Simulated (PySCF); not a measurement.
# Bonding in `CSSCCC(F)(F)F`

Compound: C4H7F3S2.
Numbering: `[CH3:1][S:2][S:3][CH2:4][CH2:5][C:6]([F:7])([F:8])[F:9]` (hydrogens: H10, H11, H12 on C1; H13, H14 on C4; H15, H16 on C5)

Geometry (GFN2-xTB, Å), atoms numbered from 1 in this order:
```xyz
16
C4H7F3S2 angstrom
C      3.1717    0.3477   -0.1413
S      2.0658   -0.5877    0.9682
S      0.9570   -1.6715   -0.3361
C     -0.4617   -0.5575   -0.6683
C     -1.3186   -0.3831    0.5759
C     -2.4696    0.5660    0.3070
F     -2.0474    1.7844   -0.0668
F     -3.2755    0.1283   -0.6724
F     -3.2411    0.7436    1.3879
H      3.7109   -0.3482   -0.7754
H      2.5921    1.0470   -0.7360
H      3.8601    0.8862    0.5009
H     -1.0174   -1.0388   -1.4716
H     -0.0746    0.3995   -1.0178
H     -0.7236    0.0331    1.3936
H     -1.7356   -1.3400    0.8952
```

Bond orders from the PBE0/pcSseg-1 density (PySCF). One conformer (not necessarily the lowest) at the GFN2-xTB geometry, without solvent, vibrations or thermal averaging.

(1) How far do the computed orders between heavy atoms stray from the drawn ones?

(2) Set the Mayer orders of the bonds beside their lengths.

## Answers

(1) The largest departure is 0.066, at S2–S3 (drawn single, 1.066).

(2) 
```csv
bond,drawn as,length (Å),Mayer order
C1–S2,single,1.825,0.956
S2–S3,single,2.026,1.066
S3–C4,single,1.834,0.971
C4–C5,single,1.521,0.984
C5–C6,single,1.516,1.032
C6–F7,single,1.343,0.992
C6–F8,single,1.342,0.994
C6–F9,single,1.340,1.008
C1–H10,single,1.085,0.952
C1–H11,single,1.086,0.952
C1–H12,single,1.084,0.950
C4–H13,single,1.089,0.931
C4–H14,single,1.090,0.930
C5–H15,single,1.094,0.921
C5–H16,single,1.092,0.930
```

Bonds between the same two heavy elements. C–S: all 2 within 0.02 of one another (0.956 to 0.971). C–C: lowest C4–C5 (0.984, 1.521 Å), highest C5–C6 (1.032, 1.516 Å). C–F: all 3 within 0.02 of one another (0.992 to 1.008).

**Question.** Sum the orders of all bonds at each heavy atom with more than one neighbour and set the sums beside the valence in the SMILES.

**Answer.** C1 3.810 (drawn 4), S2 2.022 (drawn 2), S3 2.037 (drawn 2), C4 3.816 (drawn 4), C5 3.867 (drawn 4), C6 4.026 (drawn 4). Orders between atoms that aren't bonded are not in these sums.

The Mayer order sums products of elements of PS (density times overlap matrix) between the two atoms' basis functions, so it depends on the basis set.
